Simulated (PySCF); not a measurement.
Sn(OH)2(PH2)2 (H6O2P2Sn), SMILES [Sn]([OH])([PH2])([OH])[PH2]. Atoms are numbered in the order given.

```xyz
11

O      0.2600     1.5938     1.4000
Sn     0.0000     0.0000     0.2161
O     -0.2600    -1.5938     1.4000
P      2.2304    -0.1006    -0.9929
P     -2.2304     0.1006    -0.9929
H     -0.4984     1.7317     1.9858
H      0.4984    -1.7317     1.9858
H      1.6542    -0.8362    -2.0769
H      1.9787     1.1613    -1.6178
H     -1.9787    -1.1613    -1.6178
H     -1.6542     0.8362    -2.0769
```
Charge 0, spin multiplicity 1.

Geometry optimised at B3LYP-D3(BJ)/def2-SVP. The structure was generated by enumeration; whether it is a known compound was not checked. The def2 effective core potentials stand for the cores of Sn; spin–orbit coupling is left out. Other conformers were not sampled.

Computed with TDA-B3LYP/def2-SVPD (PySCF).

Vertical excitations.  State labels are in the subgroup C2.

| state | symmetry | energy (eV) | λ (nm) | f | main pairs |
|---|---|---|---|---|---|
| S1 | B | 5.17 | 240 | 0.482 | HOMO→LUMO 77 %, HOMO→LUMO+1 14 % |
| S2 | B | 5.41 | 229 | 0.007 | HOMO−2→LUMO 97 % |
| S3 | A | 5.58 | 222 | 0.063 | HOMO−1→LUMO 83 % |
| S4 | A | 5.68 | 218 | 0.002 | HOMO→LUMO+2 92 % |
| S5 | B | 5.82 | 213 | 0.121 | HOMO→LUMO+1 80 % |
| S6 | A | 5.98 | 207 | 0.006 | HOMO−3→LUMO 96 % |
| S7 | B | 6.18 | 201 | 0.040 | HOMO−4→LUMO 55 %, HOMO→LUMO+3 37 % |
| S8 | B | 6.32 | 196 | 0.050 | HOMO→LUMO+4 39 %, HOMO→LUMO+3 37 %, HOMO−4→LUMO 16 % |
| S9 | B | 6.49 | 191 | 0.136 | HOMO→LUMO+4 26 %, HOMO−2→LUMO+1 23 %, HOMO−1→LUMO+2 18 %, HOMO→LUMO+3 16 % |
| S10 | A | 6.54 | 189 | 0.017 | HOMO→LUMO+5 51 %, HOMO−5→LUMO 19 %, HOMO−1→LUMO+1 17 %, HOMO−2→LUMO+2 9 % |
| T1 | B | 3.70 | 335 | 0 | HOMO→LUMO 96 % |
| T2 | A | 4.89 | 254 | 0 | HOMO−1→LUMO 91 % |
| T3 | B | 5.08 | 244 | 0 | HOMO−2→LUMO 86 % |
| T4 | A | 5.36 | 231 | 0 | HOMO−3→LUMO 55 %, HOMO→LUMO+2 34 % |
Triplets are in the Tamm–Dancoff approximation.
